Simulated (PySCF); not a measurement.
**The Os–F bond energy of OsF₄**

Computed with PBE0 in PySCF with Os def2-SVP with ECP60, F def2-SVP; scalar-relativistic core potentials, no spin–orbit coupling; density-fitted integrals.

Each entry is the lowest minimum that a search over a few typed start shapes (and spin states, where more than one is plausible) found, or that minimum re-optimised at the stated level; isomers with ligand–ligand bonds, or fragments after loss of a ligand pair, can lie lower.

Total energies (Eh), which compare only within these settings: F atom -99.54905.

```tsv
species	2S+1	group	E (Eh)	ZPE (kJ/mol)
OsF₃	4	C2v	-389.67570	15.7
OsF₄	5	D4h	-489.38261	22.7
```

Problem. What are De and D0 for OsF₄ → OsF₃ + F?

Solution. De = [(-389.67570) + (-99.54905) − (-489.38261)] × 2625.5 = 414 kJ/mol. The zero-point energy changes by -7.0 kJ/mol, so D0 = 407 kJ/mol.

Atoms and open shells are unrestricted, without spin–orbit or basis-set superposition corrections.

One determinant describes each species, so states of open d or f shells may be missed.

Spin–orbit coupling can matter for elements this heavy.
